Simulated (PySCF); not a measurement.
The dipole of `CC/C=C1\C[Si@@H](F)[C@@H]1Cl` from its density and from atomic charges.

Coordinates (GFN2-xTB, Å) and charges (e) from the PBE0/pcSseg-1 density (PySCF):

| atom | x | y | z | Mulliken | IAO | Hirshfeld | ESP-fitted |
| --- | --- | --- | --- | --- | --- | --- | --- |
| C1 | 2.850 | 0.141 | 0.285 | -0.2796 | -0.4135 | -0.1142 | -0.3045 |
| C2 | 1.789 | -0.588 | -0.539 | -0.2020 | -0.2544 | -0.0640 | +0.3253 |
| C3 | 0.565 | -0.840 | 0.283 | -0.0476 | -0.1368 | -0.0412 | -0.5075 |
| C4 | -0.619 | -0.293 | 0.073 | -0.2570 | -0.0119 | -0.0188 | +0.3321 |
| C5 | -1.057 | 0.693 | -0.996 | -0.4647 | -0.5856 | -0.1678 | -0.6648 |
| Si6 | -2.767 | 0.869 | -0.166 | +1.1120 | +1.2206 | +0.4631 | +0.8297 |
| F7 | -3.998 | 0.282 | -1.033 | -0.4170 | -0.5227 | -0.2036 | -0.3189 |
| C8 | -1.880 | -0.474 | 0.887 | -0.4332 | -0.4061 | -0.0945 | -0.4860 |
| Cl9 | -1.637 | -0.127 | 2.631 | -0.1292 | -0.1172 | -0.0875 | -0.1332 |
| H10 | 2.468 | 1.101 | 0.624 | +0.1170 | +0.1421 | +0.0388 | +0.0912 |
| H11 | 3.124 | -0.446 | 1.158 | +0.1138 | +0.1402 | +0.0416 | +0.0848 |
| H12 | 3.744 | 0.313 | -0.311 | +0.1158 | +0.1418 | +0.0422 | +0.0579 |
| H13 | 1.535 | 0.004 | -1.419 | +0.1177 | +0.1350 | +0.0398 | -0.0292 |
| H14 | 2.194 | -1.545 | -0.878 | +0.1324 | +0.1446 | +0.0441 | -0.0132 |
| H15 | 0.698 | -1.501 | 1.131 | +0.0879 | +0.1473 | +0.0424 | +0.2100 |
| H16 | -0.424 | 1.577 | -1.038 | +0.1620 | +0.1611 | +0.0448 | +0.2060 |
| H17 | -1.063 | 0.251 | -1.992 | +0.1711 | +0.1662 | +0.0476 | +0.1929 |
| H18 | -3.257 | 2.085 | 0.440 | -0.0920 | -0.1257 | -0.0577 | -0.1040 |
| H19 | -2.273 | -1.491 | 0.851 | +0.1926 | +0.1752 | +0.0450 | +0.2313 |

Problem. Compute μ = Σ q r for each scheme (1 e·Å = 4.803 D) and compare with the dipole of the full density.

Solution. The full density gives (1.59, 0.51, -1.52) D, 2.26 D in size; dipole vectors point from the negative to the positive end.

```json
{"scheme": "Mulliken", "μx": "1.45", "μy": "2.60", "μz": "-2.01", "size (D)": "3.59", "share of the full size (%)": "159", "angle to the full dipole (°)": "34"}
{"scheme": "IAO", "μx": "1.42", "μy": "1.88", "μz": "-0.56", "size (D)": "2.42", "share of the full size (%)": "107", "angle to the full dipole (°)": "42"}
{"scheme": "Hirshfeld", "μx": "0.80", "μy": "0.71", "μz": "-0.68", "size (D)": "1.26", "share of the full size (%)": "56", "angle to the full dipole (°)": "21"}
{"scheme": "ESP-fitted", "μx": "1.61", "μy": "0.53", "μz": "-1.58", "size (D)": "2.32", "share of the full size (%)": "102", "angle to the full dipole (°)": "1"}
```

Problem. Which set comes closest?

Solution. Length of the difference vector: ESP-fitted 0.06 D, Hirshfeld 1.18 D, IAO 1.68 D, Mulliken 2.14 D. Closest: ESP-fitted. ESP charges are fitted to the potential around the molecule, whose slowest-falling term is the dipole's. The schemes that divide the density aren't constrained to reproduce the dipole.

Problem. What is left for the Hirshfeld atoms' own dipoles?

Solution. The shares of the density sum to the whole, so what Σ q r misses lies in dipoles about the nuclei. The atomic dipoles sum to (1.59, 0.51, -1.52) − (0.80, 0.71, -0.68) = (0.79, -0.20, -0.84) D, 1.18 D in size.

Problem. With the origin at the mean of the coordinates, (-0.001, 0.000, 0.000) Å, which are the largest single terms, by size, of the Mulliken dipole along the direction of the full one?

Solution. Si6 -8.75, C8 +4.22, F7 +4.11, C1 -2.48, H19 -2.32 D; all 19 atoms together +2.97 D. The single terms depend on the origin, their sum doesn't.

Problem. Give the size of the full dipole in other units.

Solution. 2.26 D = 0.890 au = 0.471 e·Å = 7.55 × 10⁻³⁰ C·m.

Isolated species at its GFN2-xTB geometry (one conformer only).

Conformer computed: `[CH3:1][CH2:2]/[CH:3]=[C:4]1\[CH2:5][Si@@H:6]([F:7])[C@@H:8]1[Cl:9]`: C1–C2–C3–C4 114°.
